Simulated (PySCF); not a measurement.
**A series of derivatives of CC1CCC1=S**

Parent skeleton `[CH3:1][CH:2]1[CH2:3][CH2:4][C:5]1=[S:6]`; one hydrogen on atom 2 is replaced by X. Hydrogens on one atom are averaged.

- shielding tensors at PBE0/pcSseg-1 (GIAO)
- geometry from GFN2-xTB
- run in PySCF 2.14
- one averaged value for each set of equivalent atoms, in vacuum, non-relativistic Hamiltonian, one conformer

δ = σ(ref) − σ, references computed at the same level: ¹³C and ¹H vs TMS; ³³S vs CS2.

Known members:
| X | C1 | C2 | C3 | C4 | C5 | S6 | H(C1) | H(C3) | H(C4) |
| --- | --- | --- | --- | --- | --- | --- | --- | --- | --- |
| F | 26.3 | 99.6 | 33.5 | 45.7 | 288.5 | 1063.4 | 1.48 | 2.84 | 3.12 |
| COOH | 26.8 | 72.0 | 27.5 | 50.3 | 284.3 | 968.8 | 1.63 | 2.95 | 3.36 |
| CH2Cl | 26.9 | 66.0 | 30.1 | 47.5 | 295.1 | 952.8 | 1.45 | 2.48 | 3.27 |
| OCHF2 | 27.4 | 85.4 | 33.8 | 46.3 | 294.1 | 1016.8 | 1.57 | 2.83 | 3.26 |
| CH2NH2 | 25.2 | 68.2 | 30.3 | 46.9 | 298.5 | 905.3 | 1.23 | 2.23 | 3.24 |

Four more derivatives gave (δ, ppm):
| compound | C1 | C2 | C3 | C4 | C5 | S6 | H(C1) | H(C3) | H(C4) |
| --- | --- | --- | --- | --- | --- | --- | --- | --- | --- |
| 1 | 29.4 | 82.2 | 26.1 | 48.8 | 286.5 | 903.1 | 1.56 | 2.90 | 3.19 |
| 2 | 25.1 | 88.6 | 34.5 | 47.1 | 282.6 | 1033.9 | 1.71 | 3.04 | 3.22 |
| 3 | 27.9 | 61.1 | 30.7 | 48.2 | 294.7 | 946.9 | 1.49 | 2.59 | 3.38 |
| 4 | 30.1 | 61.3 | 32.7 | 47.6 | 300.5 | 915.1 | 1.22 | 2.35 | 3.30 |

Q: Their substituents are CH2CN, CH3, COCH3, OCHO. Which is which?

A: 1: X = COCH3 (CC(=O)[C@@]1(C)CCC1=S); 2: X = OCHO (C[C@@]1(OC=O)CCC1=S); 3: X = CH2CN (C[C@]1(CC#N)CCC1=S); 4: X = CH3 (CC1(C)CCC1=S).
